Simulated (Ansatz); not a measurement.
`N=C=C[SiH2][GeH3]` + `N=CBO` → `OB/C=[N]/[GeH3]` + `N=C=C[SiH3]`  (cleavage of the Ge–Si bond)

Calculated with Ansatz (gas phase, PBE0-D4/def2-TZVP geometries, no zero-point term in ΔE). CCSD(T)/CBS adds triple-zeta CCSD(T) − MP2 to the extrapolated MP2 energy (def2 sets, frozen cores). Functionals use def2-TZVPP. For Ge outer-core shells are correlated without core-valence functions, which leaves a few kJ/mol of doubt a bond. Scalar relativity is left out up to krypton. One conformer a species, not always the lowest.

| level | ΔE (eV) |
| --- | --- |
| r2SCAN-D4 | 0.37 |
| PBE0-D4 | 0.44 |
| PBE | 0.43 |
| r2SCAN | 0.37 |
| HF/def2-QZVPP | 0.11 |
| SCS-MP2/def2-QZVPP | 0.22 |
| HF/CBS(def2) | 0.11 |
| CCSD/CBS(def2) | 0.33 |

(1) What does CCSD(T)/CBS give? (Estimate.)

Largest T1 diagnostic among the species: 0.015.

Answers

(1) Computed: +0.34 eV. The listed levels differ from it by 0.03, 0.10, 0.09, 0.03, -0.23, -0.12, -0.23, -0.01 eV.

In def2-TZVPP, CCSD(T) changes the Hartree–Fock value by +0.18 eV (the triples alone add +0.01 eV) and MP2 by +0.14 eV.
